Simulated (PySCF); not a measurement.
Sn(Br)3(NH2), SMILES [Sn]([Br])([Br])([Br])[NH2] (H2Br3NSn) (PBE0/def2-SVP optimised geometry):

```
7

N     -1.034     0.707     0.000
Sn    -0.419    -1.216     0.000
Br     2.051    -1.216     0.000
Br    -1.289    -2.282    -2.051
Br    -1.178    -2.572     1.944
H     -0.693     1.216     0.816
H     -2.051     0.781    -0.020
```

Level of theory: PBE0/def2-TZVP, def2 effective core potentials past Kr (PySCF 2.14.0).

Problem. What are the frontier orbital energies and the dipole moment?

Solution. HOMO-2 -8.79 eV, HOMO-1 -8.63 eV, HOMO -8.39 eV, LUMO -2.89 eV, LUMO+1 -0.26 eV; dipole moment 2.24 D.

On the same geometry PBE/def2-TZVP, def2 effective core potentials past Kr in PySCF gives HOMO-2 -7.48 eV, HOMO-1 -7.31 eV, HOMO -6.98 eV, LUMO -3.70 eV, LUMO+1 -1.07 eV; dipole moment 2.22 D.
